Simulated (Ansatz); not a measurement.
`C[B]([SiH3])[SnH3]` and `CB(N)[SiH3]` differ in one atom or group.

Ansatz, PBE0-D4/def2-TZVP geometries, multiplicity 1. Each molecule was computed in one conformer, which needn't be the lowest.

Elements past krypton have def2 core potentials.

```json
{"property": "HOMO–LUMO gap (PBE/def2-TZVPP) / eV", "`C[B]([SiH3])[SnH3]`": "2.89"}
{"property": "LUMO energy (PBE0/def2-TZVPP) / eV", "`C[B]([SiH3])[SnH3]`": "-2.34"}
{"property": "LUMO energy (ωB97M-V/def2-TZVPP) / eV", "`C[B]([SiH3])[SnH3]`": "-0.38"}
{"property": "HOMO energy (ωB97M-V/def2-TZVPP) / eV", "`C[B]([SiH3])[SnH3]`": "-9.24"}
{"property": "HOMO–LUMO gap (ωB97M-V/def2-TZVPP) / eV", "`C[B]([SiH3])[SnH3]`": "8.86"}
{"property": "HOMO–LUMO gap (PBE0/def2-TZVPP) / eV", "`C[B]([SiH3])[SnH3]`": "4.87"}
```

Problem. What does the change do to each property? (Best estimate.)

Solution. The calculation gave: 
```csv
property,`CB(N)[SiH3]`,shift
HOMO–LUMO gap (PBE/def2-TZVPP) / eV,5.36,2.47
LUMO energy (PBE0/def2-TZVPP) / eV,-0.15,2.19
LUMO energy (ωB97M-V/def2-TZVPP) / eV,1.79,2.17
HOMO energy (ωB97M-V/def2-TZVPP) / eV,-9.80,-0.56
HOMO–LUMO gap (ωB97M-V/def2-TZVPP) / eV,11.60,2.74
HOMO–LUMO gap (PBE0/def2-TZVPP) / eV,7.51,2.64
```

With PBE0 the HOMO falls by 0.46 eV and the LUMO rises by 2.19 eV, so the gap widens by about 2.65 eV. PBE moves the HOMO by -0.30 eV and ωB97M-V by -0.56 eV.
